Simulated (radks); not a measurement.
Results of a calculation; reference values are marked as such.
Initial-state core-level shifts of the tin ion Sn3+ when its valence configuration changes from [Kr] 4d10 5s1. Level of theory: scalar-relativistic Kohn-Sham, r2SCAN, spin-polarised, spherical densities, finite nucleus; open shells are filled with parallel spins first (spin-orbit coupling, left out, can overturn this in heavy ions); meta-GGA in the generalised Kohn-Sham scheme; Fermi nuclear charge, rms radius 4.6519 fm (a radial shooting solver on a logarithmic mesh with Libxc functionals). Shifts are changes of the shell-averaged eigenvalues in eV (positive: less bound); the change of the density at the nucleus, which sets a Mossbauer isomer shift, is in e/bohr^3, on a base of 1.965e+05.

valence                2p       3d       4s       4p  density at nucleus
4d9 5s1 5p1        -9.050   -8.841   -7.652   -7.324              +12.49
4d7 5s1 5p3       -27.601  -26.795  -22.478  -21.434              +43.56
4d9 5s2            -7.909   -7.671   -6.475   -6.157              +68.82
4d10 5s0.5 5p0.5   -0.700   -0.711   -0.711   -0.706              -26.40
4d9.5 5s1.5        -3.942   -3.828   -3.249   -3.092              +33.75
4d8 5s2 5p1       -17.294  -16.785  -14.159  -13.494              +87.00
4d6 5s1 5p4       -37.743  -36.520  -30.202  -28.768              +62.17
4d10 5p1           -1.398   -1.419   -1.419   -1.409              -52.29
4d8 5s1.5 5p1.5   -17.820  -17.324  -14.691  -14.019              +57.59
